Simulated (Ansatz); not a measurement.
Consider the substitution at a C–S bond: `BSC` + `NC[SeH]` → `C[Se]CN` + `BS`.

Gas-phase electronic energies from Ansatz, PBE0-D4/def2-TZVP geometries. CCSD(T)/CBS is the MP2 limit (def2-TZVPP, def2-QZVPP) plus CCSD(T) − MP2 in def2-TZVPP, frozen cores. This one scheme is used for every species. DFT in def2-TZVPP. B3LYP here is the variant with VWN-RPA as its local correlation; programs differ in this. For Se outer-core shells are correlated without core-valence functions, which leaves a few kJ/mol of doubt a bond. Scalar relativity is left out up to krypton. One conformer a species, not always the lowest.

Task: Is it downhill or uphill in electronic energy at CCSD(T)/CBS, and by how much? (An estimate is asked.)

Result: Ansatz gave: Downhill: ΔE = -18.4 kJ/mol.

Task: What do these levels give: ωB97X-V, B2PLYP, r2SCAN, B3LYP, SCS-MP2/def2-TZVPP, SCS-MP2/def2-QZVPP? (Best estimate.)

Result: The calculation gave: ωB97X-V -17.3, B2PLYP -19.4, r2SCAN -19.5, B3LYP -17.6, SCS-MP2/def2-TZVPP -21.7, SCS-MP2/def2-QZVPP -20.0 kJ/mol.

Largest T1 diagnostic among the species: 0.015.

In def2-TZVPP, CCSD(T) changes the Hartree–Fock value by −4.7 kJ/mol (the triples alone add −0.7 kJ/mol) and MP2 by −6.5 kJ/mol.
